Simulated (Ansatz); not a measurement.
MnCl2, 3 atoms. Hardware: 2 threads of Intel Xeon 6975P-C on a shared host.

Correlated methods freeze 15 core orbitals; core or outer-core shells of Mn are correlated, in sets that lack core-valence functions.

Q: How many basis functions does each of these Ansatz runs have, and roughly what does it cost? B3LYP-D4/def2-TZVP, charge 0 sextet, energy, from earlier orbitals; PBE0-D4/def2-TZVP, charge 1 quintet at the geometry of the charge 0 sextet, energy; CCSD(T)/def2-TZVPP, charge 0 sextet, energy, from earlier orbitals; PBE-D4/def2-TZVP, charge 0 sextet, energy and forces, from earlier orbitals; PBE-D4/def2-TZVP, charge 1 quintet, relaxation, 3 steps; PBE0-D4/def2-TZVPD, charge -1 quintet at the geometry of the charge 0 sextet, energy; PBE-D4/def2-TZVPD, charge 0 sextet, energy, from earlier orbitals; r2SCAN-D4/def2-TZVP, charge 0 doublet, energy, from earlier orbitals; r2SCAN-D4/def2-TZVP, charge 0 sextet, energy, from earlier orbitals; RPA@PBE/def2-TZVP, charge 0 sextet, energy, from earlier orbitals; HF/def2-TZVP, charge 0 quartet, energy, from earlier orbitals; LC-ωPBE/def2-TZVP, charge 0 doublet, energy, from earlier orbitals.

A: Other jobs shared the machine, so times can vary by a factor of up to 3. A dash marks memory too small to be measured apart from the calling script's.

```json
{"run": "PBE-D4/def2-TZVP, charge 0 sextet, energy and forces, from earlier orbitals", "functions": "119", "wall time": "1.2 s", "peak host memory (GiB)": "–"}
{"run": "PBE-D4/def2-TZVPD, charge 0 sextet, energy, from earlier orbitals", "functions": "140", "wall time": "1.5 s", "peak host memory (GiB)": "–"}
{"run": "RPA@PBE/def2-TZVP, charge 0 sextet, energy, from earlier orbitals", "functions": "119", "wall time": "1.9 s", "peak host memory (GiB)": "–"}
{"run": "B3LYP-D4/def2-TZVP, charge 0 sextet, energy, from earlier orbitals", "functions": "119", "wall time": "2 s", "peak host memory (GiB)": "–"}
{"run": "r2SCAN-D4/def2-TZVP, charge 0 sextet, energy, from earlier orbitals", "functions": "119", "wall time": "2.8 s", "peak host memory (GiB)": "–"}
{"run": "PBE-D4/def2-TZVP, charge 1 quintet, relaxation, 3 steps", "functions": "119", "wall time": "3.2 s", "peak host memory (GiB)": "–"}
{"run": "HF/def2-TZVP, charge 0 quartet, energy, from earlier orbitals", "functions": "119", "wall time": "3.8 s", "peak host memory (GiB)": "–"}
{"run": "PBE0-D4/def2-TZVPD, charge -1 quintet at the geometry of the charge 0 sextet, energy", "functions": "140", "wall time": "4.1 s", "peak host memory (GiB)": "–"}
{"run": "r2SCAN-D4/def2-TZVP, charge 0 doublet, energy, from earlier orbitals", "functions": "119", "wall time": "20 s", "peak host memory (GiB)": "–"}
{"run": "CCSD(T)/def2-TZVPP, charge 0 sextet, energy, from earlier orbitals", "functions": "148", "wall time": "20 s", "peak host memory (GiB)": "1.5"}
{"run": "LC-ωPBE/def2-TZVP, charge 0 doublet, energy, from earlier orbitals", "functions": "119", "wall time": "28 s", "peak host memory (GiB)": "–"}
{"run": "PBE0-D4/def2-TZVP, charge 1 quintet at the geometry of the charge 0 sextet, energy", "functions": "119", "wall time": "29 s", "peak host memory (GiB)": "–"}
```
